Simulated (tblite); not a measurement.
Species: C7H18AlN.
Atom-mapped SMILES: `[CH3:1][CH2:2][N@+:3]1([CH3:4])[AlH2-:5][CH2:6][CH2:7][C@@H:8]1[CH3:9]` (hydrogens: H10, H11, H12 on C1; H13, H14 on C2; H15, H16, H17 on C4; H18, H19 on Al5; H20, H21 on C6; H22, H23 on C7; H24 on C8; H25, H26, H27 on C9)

Computed with GFN2-xTB (tblite), gas phase: L-BFGS steps from a force-field or distance-geometry start until the largest atomic force falls under 0.01 eV/Å.

Step 59: E = -766.9343 eV
```
atom  x, y, z in Å  |  force x, y, z in eV/Å
C1      2.6283    0.7894   -0.2226   -0.008   0.019   0.000
C2      1.3633    0.4451   -0.9992   -0.030  -0.013  -0.006
N3      0.3492   -0.2925   -0.2510   -0.108   0.004  -0.072
C4      0.8769   -1.5637    0.2324   -0.029   0.055  -0.021
Al5    -1.2213   -0.8165   -1.4983   -0.011  -0.032   0.046
C6     -2.3598   -0.8690    0.1786   -0.026   0.027  -0.045
C7     -1.4837   -0.3743    1.3501   -0.015  -0.044  -0.004
C8     -0.2881    0.4548    0.8471   -0.028  -0.001   0.011
C9     -0.7711    1.8184    0.3701   -0.046  -0.007   0.015
H10     3.1497   -0.1070    0.1053    0.018   0.044  -0.021
H11     3.2917    1.3639   -0.8634    0.048  -0.021   0.018
H12     2.3930    1.3942    0.6498    0.019   0.008   0.011
H13     1.6089   -0.1731   -1.8701    0.027  -0.005   0.013
H14     0.9070    1.3574   -1.3841   -0.010  -0.030  -0.033
H15     1.5820   -1.9620   -0.4951   -0.013  -0.013   0.026
H16     0.0550   -2.2776    0.3200    0.021  -0.001   0.007
H17     1.3691   -1.4504    1.2019    0.039  -0.059  -0.012
H18    -1.3461    0.4025   -2.4772    0.023  -0.022  -0.006
H19    -0.6433   -2.1165   -2.1380    0.021   0.000  -0.023
H20    -2.8042   -1.8352    0.4615    0.034   0.054  -0.006
H21    -3.2316   -0.2026    0.0871    0.026   0.032  -0.011
H22    -1.0986   -1.2283    1.9075   -0.004  -0.037   0.060
H23    -2.0591    0.2282    2.0587    0.044   0.024  -0.010
H24     0.4270    0.5833    1.6750    0.027   0.031   0.026
H25    -1.4175    2.2628    1.1226    0.000  -0.009   0.033
H26     0.0501    2.5083    0.1892   -0.019  -0.008   0.016
H27    -1.3464    1.6871   -0.5460   -0.001   0.004  -0.014
```

Step 60: E = -766.9361 eV
```
atom  x, y, z in Å  |  force x, y, z in eV/Å
C1      2.6284    0.7929   -0.2245   -0.051   0.008  -0.025
C2      1.3624    0.4455   -0.9997   -0.045  -0.009  -0.009
N3      0.3488   -0.2930   -0.2510   -0.068   0.007  -0.027
C4      0.8800   -1.5631    0.2313   -0.028   0.055  -0.017
Al5    -1.2198   -0.8188   -1.4959   -0.011  -0.034   0.031
C6     -2.3629   -0.8641    0.1766   -0.013   0.029  -0.028
C7     -1.4841   -0.3773    1.3494   -0.015  -0.047   0.012
C8     -0.2884    0.4523    0.8494   -0.023  -0.023   0.014
C9     -0.7723    1.8153    0.3741   -0.029  -0.024   0.004
H10     3.1430   -0.1036    0.1139    0.023   0.055  -0.015
H11     3.2960    1.3554   -0.8723    0.036  -0.021   0.038
H12     2.3903    1.4090    0.6393    0.044   0.004   0.010
H13     1.6067   -0.1737   -1.8703    0.032   0.000   0.015
H14     0.9019    1.3556   -1.3843    0.007  -0.019  -0.040
H15     1.5827   -1.9614   -0.4978   -0.003  -0.013   0.011
H16     0.0599   -2.2779    0.3209    0.005  -0.013   0.016
H17     1.3760   -1.4498    1.1986    0.032  -0.054  -0.004
H18    -1.3425    0.3973   -2.4776    0.020  -0.014  -0.010
H19    -0.6366   -2.1177   -2.1307    0.019  -0.011  -0.030
H20    -2.8191   -1.8234    0.4617    0.028   0.040  -0.007
H21    -3.2260   -0.1873    0.0798    0.020   0.038  -0.004
H22    -1.1004   -1.2342    1.9031   -0.001  -0.049   0.050
H23    -2.0547    0.2227    2.0639    0.023   0.031  -0.014
H24     0.4253    0.5805    1.6793    0.025   0.023   0.003
H25    -1.4250    2.2568    1.1215   -0.002   0.005   0.055
H26     0.0504    2.5028    0.1989    0.002   0.042   0.017
H27    -1.3397    1.6857   -0.5456   -0.026  -0.004  -0.047
```

Step 61: E = -766.9377 eV
```
atom  x, y, z in Å  |  force x, y, z in eV/Å
C1      2.6277    0.7960   -0.2261   -0.071  -0.001  -0.038
C2      1.3608    0.4458   -1.0000   -0.044  -0.002  -0.010
N3      0.3470   -0.2933   -0.2514   -0.007   0.006   0.024
C4      0.8823   -1.5618    0.2302   -0.019   0.029  -0.007
Al5    -1.2187   -0.8215   -1.4936   -0.007  -0.030   0.002
C6     -2.3659   -0.8592    0.1744    0.008   0.028   0.003
C7     -1.4848   -0.3809    1.3492   -0.004  -0.033   0.027
C8     -0.2894    0.4498    0.8515   -0.013  -0.032   0.011
C9     -0.7741    1.8122    0.3771   -0.010  -0.027  -0.006
H10     3.1375   -0.0996    0.1209    0.023   0.053  -0.007
H11     3.3002    1.3477   -0.8787    0.017  -0.015   0.045
H12     2.3893    1.4213    0.6312    0.055   0.002   0.008
H13     1.6057   -0.1737   -1.8702    0.029  -0.002   0.015
H14     0.8978    1.3541   -1.3850    0.013  -0.005  -0.047
H15     1.5823   -1.9615   -0.5003    0.002  -0.009  -0.008
H16     0.0645   -2.2779    0.3238   -0.012  -0.022   0.020
H17     1.3842   -1.4502    1.1948    0.017  -0.034  -0.002
H18    -1.3393    0.3930   -2.4778    0.017  -0.013  -0.009
H19    -0.6303   -2.1192   -2.1256    0.015  -0.016  -0.032
H20    -2.8316   -1.8124    0.4613    0.011   0.020  -0.009
H21    -3.2209   -0.1731    0.0733    0.012   0.042   0.003
H22    -1.1018   -1.2403    1.9003   -0.008  -0.048   0.030
H23    -2.0500    0.2184    2.0684   -0.001   0.028  -0.016
H24     0.4238    0.5789    1.6830    0.016   0.008  -0.027
H25    -1.4309    2.2518    1.1215   -0.004   0.013   0.063
H26     0.0501    2.4980    0.2060    0.008   0.069   0.021
H27    -1.3351    1.6842   -0.5462   -0.043  -0.010  -0.056
```

**Question.** Estimate the geometry and energy of step 62. (The exact step hangs on the optimiser's Hessian estimate; all steps are aligned on step 61, rigid shifts and turns removed.)

**Answer.** E = -766.9391 eV, largest force 0.075 eV/Å
```
atom  x, y, z in Å  |  force x, y, z in eV/Å
C1      2.6259    0.7988   -0.2276   -0.059  -0.004  -0.031
C2      1.3585    0.4462   -1.0001   -0.029   0.006  -0.008
N3      0.3451   -0.2934   -0.2514    0.041   0.000   0.054
C4      0.8834   -1.5605    0.2290   -0.004  -0.013   0.005
Al5    -1.2178   -0.8244   -1.4918   -0.001  -0.021  -0.024
C6     -2.3683   -0.8547    0.1727    0.025   0.020   0.032
C7     -1.4855   -0.3845    1.3498    0.010  -0.011   0.033
C8     -0.2907    0.4472    0.8536    0.000  -0.024   0.003
C9     -0.7762    1.8092    0.3790    0.003  -0.013  -0.010
H10     3.1337   -0.0952    0.1259    0.018   0.036   0.001
H11     3.3035    1.3416   -0.8825   -0.001  -0.004   0.038
H12     2.3903    1.4308    0.6254    0.049   0.003   0.005
H13     1.6056   -0.1733   -1.8696    0.020  -0.007   0.015
H14     0.8947    1.3532   -1.3861    0.009   0.008  -0.051
H15     1.5801   -1.9624   -0.5035    0.002  -0.002  -0.023
H16     0.0674   -2.2777    0.3277   -0.023  -0.023   0.019
H17     1.3923   -1.4522    1.1906    0.002  -0.010  -0.003
H18    -1.3359    0.3894   -2.4782    0.014  -0.017  -0.006
H19    -0.6235   -2.1207   -2.1223    0.006  -0.016  -0.030
H20    -2.8415   -1.8029    0.4606   -0.008   0.002  -0.011
H21    -3.2165   -0.1609    0.0683    0.010   0.042   0.010
H22    -1.1030   -1.2461    1.8990   -0.020  -0.036   0.008
H23    -2.0458    0.2158    2.0722   -0.022   0.016  -0.016
H24     0.4224    0.5782    1.6857    0.008  -0.005  -0.048
H25    -1.4348    2.2480    1.1224   -0.003   0.012   0.050
H26     0.0496    2.4946    0.2107   -0.004   0.071   0.025
H27    -1.3330    1.6823   -0.5474   -0.044  -0.010  -0.039
```

The energy changes by -0.0014 eV. The first-order estimate −F·Δx gives -0.0019 eV and the mean of the old and new forces, exact on a quadratic surface, -0.0014 eV. The step makes an angle of 76° with the force vector and moves no atom by more than 0.014 Å.

What follows is the cost of the whole relaxation. Time: 1.2 s of wall time. Hardware: one thread of an Arm Neoverse V1, shared host with 32 logical CPUs at a one-minute load of 17.
